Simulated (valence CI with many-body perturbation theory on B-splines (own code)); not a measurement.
**Questions on V9+**

Calculated by relativistic CI+MBPT: four valence electrons over a frozen Dirac-Fock core [Ne], a basis of 11 s, 11 p, 9 d, 7 f, 5 g, 2 h, 1 i functions for each j, with the one-electron correlation potential Σ1 (screened to all orders), the two-electron term Σ2, the three-electron term Σ3, Breit, model QED; selected single and double excitations, second order for the rest, scaled by the run's own slope (own B-spline code, finite nucleus).

No measured spectrum was set against this ion. As an estimate, levels of excited configurations hold to 0.05 to 0.15 % of their energy, terms of the ground configuration to about 0.5 %.

Rates and lifetimes use the calculated energies. Strong lines usually hold to 10 to 20 %, long lifetimes can be off by a factor of two.

Task: What is the ground level?

Result: 3s²3p² ³P_0, composition 95 % 3s²3p² ³P + 2 % 3s²3p² ¹S.

Task: Name the longest-lived excited levels whose lifetime is computed, and their main decay.

Result: 3s²3p² ³P_1 at 4186 cm⁻¹ lives 767 ms, mostly by M1 to 3s²3p² ³P_0; 3s²3p² ³P_2 at 9435 cm⁻¹ lives 529 ms, mostly by M1 to 3s²3p² ³P_1; 3s²3p² ¹D_2 at 32604 cm⁻¹ lives 34.6 ms, mostly by M1 to 3s²3p² ³P_2.

Task: Where does the other parity begin?

Result: At 3s3p³ ⁵S°_2, 161300 cm⁻¹.

Task: How well does LS coupling describe the low levels?

Result: Among the lowest 20 levels the leading LS term, summed over configurations, holds 94 % on average. For single configurations the figures are 85 % in LS and 62 % in jj coupling. Terms mix most in the J = 2 level at 385820 cm⁻¹, where the leading one holds 50 %.

Task: What are the static dipole polarisabilities of the lowest levels?

Result: 3s²3p² ³P_0 0.637; 3s²3p² ³P_1 0.640 (tensor 0.023); 3s²3p² ³P_2 0.641 (tensor -0.042); 3s²3p² ¹D_2 0.639 (tensor 0.091) bohr³, of which the core gives 0.0103.
